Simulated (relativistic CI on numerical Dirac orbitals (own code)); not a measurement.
# Slater and spin-orbit integrals, In XLV

Computed by Dirac-Coulomb-Breit CI, KLI orbitals optimised for each configuration, QED by a radiative potential, unscaled Slater integrals (own radial code, finite nucleus).

Slater integrals F^k, G^k are unscaled and averaged over j, outside the closed core 1s2; ζ comes from projecting the Hamiltonian with its Breit term on Σ l·s of the shell.

- 2s2 2p: ζ(2p) = 1.2708e+06 cm⁻¹; <r>(2p) = 0.1045, <r^2>(2p) = 0.01322 (bohr units).
- 2s 2p2: F^2(2p,2p) = 910120, G^1(2s,2p) = 958450, ζ(2p) = 1.2649e+06 cm⁻¹; <r>(2s) = 0.1213, <r^2>(2s) = 0.01731, <r>(2p) = 0.1046, <r^2>(2p) = 0.01324 (bohr units).
- 2p3: F^2(2p,2p) = 908480, ζ(2p) = 1.2591e+06 cm⁻¹; <r>(2p) = 0.1048, <r^2>(2p) = 0.01329 (bohr units).

Averages of the first 10 configurations, taken without configuration mixing, which lowers the lowest level and can move excited configurations by several eV; other configurations of the list can lie among them:

```json
{"Configuration": "2s2 2p", "Parity": "odd", "States": "6", "Average energy above the lowest level (eV)": "162.3"}
{"Configuration": "2s 2p2", "Parity": "even", "States": "30", "Average energy above the lowest level (eV)": "455.6"}
{"Configuration": "2p3", "Parity": "odd", "States": "20", "Average energy above the lowest level (eV)": "788.3"}
{"Configuration": "2p2 3s", "Parity": "even", "States": "30", "Average energy above the lowest level (eV)": "4755.9"}
{"Configuration": "2p2 3p", "Parity": "odd", "States": "90", "Average energy above the lowest level (eV)": "4845.4"}
{"Configuration": "2p2 3d", "Parity": "even", "States": "150", "Average energy above the lowest level (eV)": "4918.0"}
{"Configuration": "2s2 3s", "Parity": "even", "States": "2", "Average energy above the lowest level (eV)": "4182.3"}
{"Configuration": "2s2 3p", "Parity": "odd", "States": "6", "Average energy above the lowest level (eV)": "4278.1"}
{"Configuration": "2s2 3d", "Parity": "even", "States": "10", "Average energy above the lowest level (eV)": "4350.8"}
{"Configuration": "2s 2p 3s", "Parity": "odd", "States": "24", "Average energy above the lowest level (eV)": "4449.3"}
```
